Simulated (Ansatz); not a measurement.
H₉N₃Si₃, triplet, at the geometry of the source list (a higher spin typed on purpose: for a closed-shell molecule this is an excited state); B3LYP/3-21G run with Ansatz (an electronic-structure program).

The Ansatz input:
Ansatz 0.2 input:
```yaml
crystal:
  periodic: [false, false, false]
  atoms:
    - {symbol: Si, position_ang: [1.66910000, -0.43420000, -0.53010000]}
    - {symbol: N, position_ang: [0.51200000, -1.52140000, 0.14690000]}
    - {symbol: Si, position_ang: [-1.17660000, -1.29940000, 0.42870000]}
    - {symbol: N, position_ang: [-1.44110000, 0.39700000, 0.60300000]}
    - {symbol: Si, position_ang: [-0.53150000, 1.72390000, -0.02190000]}
    - {symbol: N, position_ang: [1.08550000, 1.16520000, -0.24950000]}
    - {symbol: H, position_ang: [1.83960000, -0.68320000, -1.97510000]}
    - {symbol: H, position_ang: [2.94000000, -0.60000000, 0.18600000]}
    - {symbol: H, position_ang: [0.82120000, -2.47620000, 0.20070000]}
    - {symbol: H, position_ang: [-1.97060000, -1.84090000, -0.69110000]}
    - {symbol: H, position_ang: [-1.52980000, -1.95840000, 1.69200000]}
    - {symbol: H, position_ang: [-2.34960000, 0.64340000, 0.95660000]}
    - {symbol: H, position_ang: [-0.51910000, 2.79450000, 0.98200000]}
    - {symbol: H, position_ang: [-1.10540000, 2.19850000, -1.29570000]}
    - {symbol: H, position_ang: [1.75630000, 1.89130000, -0.43250000]}
basis:
  gaussian:
    orbitals: 3-21G.json
hamiltonian:
  xc: b3lyp
magnetization: {spin_polarized: true, initial_magnetization: 2}
```
The basis file holds 3-21G in the JSON format of the Basis Set Exchange.

What the program printed (banner, timings and long lists left out):

```
Functional definition: B3LYP
1011 factors; integrals over basis functions are off by at most 9.0e-4 eV
mean field evaluation 1: about -28084.9075 eV, gradient 5.7e1 eV
mean field evaluation 2: about -28061.2229 eV, gradient 8.7e1 eV
mean field evaluation 4: about -28093.9312 eV, gradient 2.4e1 eV
mean field evaluation 8: about -28097.2039 eV, gradient 2.0e0 eV
mean field evaluation 16: about -28097.4114 eV, gradient 5.8e-2 eV
mean field evaluation 32: about -28097.4119 eV, gradient 4.5e-5 eV
mean field evaluation 64: about -28097.3209 eV, gradient 1.2e0 eV
mean field evaluation 96: about -28097.3148 eV, gradient 2.5e-1 eV
mean field -28097.41187862 eV, -1032.5608414293 hartree, gradient 1.0e-5 eV, S^2 2.004458; 10 other end points of the search recorded, 0 dependent functions left out
reference -28097.41218393 eV, -1032.5608526494 hartree; 37, 35 occupied and 47, 49 virtual orbitals, 1011 factors
Total energy: -28097.41218393 eV, -1032.5608526494 hartree
```
